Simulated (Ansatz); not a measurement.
Reactions of `[NH2][GeH2][NH][SiH](N)F`.

Isolated molecules relaxed with PBE0-D4/def2-TZVP in Ansatz; ΔE leaves out vibrations. CBS: MP2 limit from def2 TZ/QZ plus the TZ coupled-cluster correction, frozen cores. This one scheme is used for every species. Functionals use def2-TZVPP. B3LYP here is the variant with VWN-RPA as its local correlation; programs differ in this. For Ge outer-core shells are correlated without core-valence functions, which leaves a few kJ/mol of doubt a bond. Scalar relativity is left out up to krypton. Each species was taken in one conformer, which may not be the lowest.

```
                                                                                     reaction  CCSD(T)/CBS(def2) (eV)
                         `[NH2][GeH2][NH][SiH](N)F` + H₂O → `N[SiH](O)F` + `[NH2][GeH2][NH2]`                       ?
`[NH2][GeH2][NH][SiH](N)F` + `[NH2][GeH2][NH2]` → `[NH2][GeH2][NH][GeH2][NH2]` + `N[SiH](N)F`                    0.02
                               `[NH2][GeH2][NH][SiH](N)F` + H₂ → `[NH2][GeH3]` + `N[SiH](N)F`                    0.16
    `[NH2][GeH2][NH][SiH](N)F` + `N[SiH](O)O` → `N[Si@H](F)O[Si@@H](N)O` + `[NH2][GeH2][NH2]`                   -0.48
    `[NH2][GeH2][NH][SiH](N)F` + `N[SiH](O)S` → `N[Si@H](F)S[Si@@H](N)O` + `[NH2][GeH2][NH2]`                       ?
                          `[NH2][GeH2][NH][SiH](N)F` + H₂O → `[NH2][GeH2][OH]` + `N[SiH](N)F`                       ?
       `[NH2][GeH2][NH][SiH](N)F` + `N[SiH](O)Cl` → `[NH2][GeH2][O][SiH](N)Cl` + `N[SiH](N)F`                   -0.33
  `[NH2][GeH2][NH][SiH](N)F` + `[NH2][GeH2][OH]` → `[NH2][GeH2][O][GeH2][NH2]` + `N[SiH](N)F`                   -0.33
                             `[NH2][GeH2][NH][SiH](N)F` + H₂ → `N[SiH2][NH][GeH2][NH2]` + H–F                    1.57
                         `[NH2][GeH2][NH][SiH](N)F` + PH₃ → `N[SiH](F)P` + `[NH2][GeH2][NH2]`                    0.75
```

Q: Fill in the missing values. (An estimate is asked.)

A: Computed: `[NH2][GeH2][NH][SiH](N)F` + H₂O → `N[SiH](O)F` + `[NH2][GeH2][NH2]`: -0.22 eV; `[NH2][GeH2][NH][SiH](N)F` + `N[SiH](O)S` → `N[Si@H](F)S[Si@@H](N)O` + `[NH2][GeH2][NH2]`: +0.11 eV; `[NH2][GeH2][NH][SiH](N)F` + H₂O → `[NH2][GeH2][OH]` + `N[SiH](N)F`: +0.01 eV.

Largest T1 diagnostic: 0.013, for PH₃.
